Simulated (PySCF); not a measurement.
F3H3OSi2.

```xyz
9

F      1.4739     0.2670    -1.2913
Si     0.7726     0.2001     0.1443
F      1.7045    -0.6687     1.1072
F      0.7154     1.6889     0.7250
O     -0.6927    -0.4470     0.0492
Si    -2.2916    -0.6263    -0.4059
H     -2.3624    -0.7628    -1.8851
H     -3.0586     0.5694     0.0343
H     -2.8161    -1.8492     0.2525
```

The structure is a stationary point at B3LYP-D3(BJ)/def2-SVP. One conformer was computed; it need not be the lowest.

Calculation: PBE/pcSseg-1 (PySCF). Non-relativistic, no solvent.

**Question.** Give the absolute GIAO shielding of each atom: isotropic value and principal components (ppm). (The exact figures need the calculation; the answer reports its results.)

**Answer.** 
```tsv
atom	σ(iso)	σ11	σ22	σ33	span
F1	319.8	270.0	280.9	408.5	138.5
Si2	437.4	426.6	431.6	454.1	27.4
F3	321.6	273.8	278.6	412.3	138.5
F4	319.8	269.9	281.1	408.5	138.5
O5	300.2	277.6	301.3	321.8	44.2
Si6	367.0	323.6	329.6	447.6	124.0
H7	25.9	22.4	24.5	30.7	8.2
H8	25.9	22.4	24.5	30.7	8.2
H9	26.0	22.7	24.3	31.0	8.3
```
